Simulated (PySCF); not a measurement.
Species: C5H7ClF (doublet state).
SMILES with atom numbers: `[F:1][C:2]1[CH2:3][CH2:4][C@@H:5]([Cl:6])[CH2:7]1` (hydrogens: H8, H9 on C3; H10, H11 on C4; H12 on C5; H13, H14 on C7)

Cartesian coordinates in Å at the GFN2-xTB level; atoms count from 1:
```xyz
14
C5H7ClF angstrom
F     -1.835    1.567    0.983
C     -1.105    0.734    0.205
C     -1.021   -0.706    0.575
C      0.246   -1.166   -0.153
C      1.125    0.087   -0.176
Cl     2.392   -0.013   -1.424
C      0.146    1.242   -0.420
H     -1.905   -1.273    0.274
H     -0.923   -0.818    1.662
H      0.007   -1.455   -1.177
H      0.735   -2.004    0.339
H      1.643    0.217    0.777
H      0.473    2.189    0.012
H      0.020    1.398   -1.498
```

The hyperfine couplings belong to this conformer and change with its torsions.

Computed with UKS B3LYP, pcH-1 on C Cl F H, non-relativistic, mean-field spin-orbit, GIAO in PySCF. Isolated species at its GFN2-xTB geometry (one conformer only). A GFN2-xTB geometry isn't a minimum of the functional, and hyperfine couplings can be far from their values at a DFT geometry. The SCF solution wasn't tested for stability.

The Mulliken spin populations are largest on C2 (+0.89), C7 (-0.07) and C3 (-0.06). C2 is the only atom above +0.15. The positive populations add up to 1.13 and the negative ones to -0.13, together 2S = 1. The angles at C2 add up to 350.6°, so it is slightly pyramidal.

Task: List the C–H protons on four-coordinate carbons next to a three-coordinate spin centre, with their couplings and θ (C–H bond against the normal to the plane of the centre's neighbours, projected along the bond that joins the two).

Result: 
| β H | on | centre | θ (°) | cos²θ | a (G) |
| --- | --- | --- | --- | --- | --- |
| H8 | C3 | C2 | 29 | 0.77 | +30.59 |
| H9 | C3 | C2 | 31 | 0.73 | +32.65 |
| H13 | C7 | C2 | 58 | 0.28 | +13.70 |
| H14 | C7 | C2 | 1 | 1.00 | +42.03 |

Fitting the Heller–McConnell form a = ρ(B0 + B2 cos²θ), with Mulliken ρ = 0.89, gives B0 = 2.9 G and B2 = 44.2 G, with a largest miss of 2.0 G. By this fit the coupling would be 41.7 G at θ = 0° and 2.5 G at 90°.

Couplings in gauss use g_iso = 2.0038.
